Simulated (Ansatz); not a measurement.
## Which isomer of CH3F2GaS gives these data?

These gas-phase data were calculated for one isomer of CH3F2GaS at PBE0-D4/def2-SVP (harmonic, unscaled wavenumbers; equilibrium rotational constants with average atomic masses):

| Property | Result |
| --- | --- |
| rotational constants | 4.712, 1.879, 1.355 GHz |
| all wavenumbers above 1500 cm⁻¹ | 3207, 3200, 3081 |

Candidates:

(1) `[F][Ga]([F])[CH2]S`, a singlet
(2) `C[S][Ga]([F])[F]`, a singlet

Question: Assign the data to one candidate and say why.

Answer: Candidate (2). No mode falls between 2500 and 2800 cm⁻¹, where the S–H stretch of (1) would stand.

The same quantities for all candidates:

|  | rotational constants (GHz) | wavenumbers above 1500 cm⁻¹ | E above the lowest, PBE0-D4/def2-SVP (kcal/mol) |
| --- | --- | --- | --- |
| (1) | 4.532, 1.56, 1.33 | 3198, 3116, 2706 | 20.8 |
| (2) | 4.712, 1.879, 1.355 | 3207, 3200, 3081 | 0.0 |

Harmonic stretches to hydrogen usually lie a few per cent above observed fundamentals. Each candidate is one conformer. Programs: Ansatz 0.2.0.
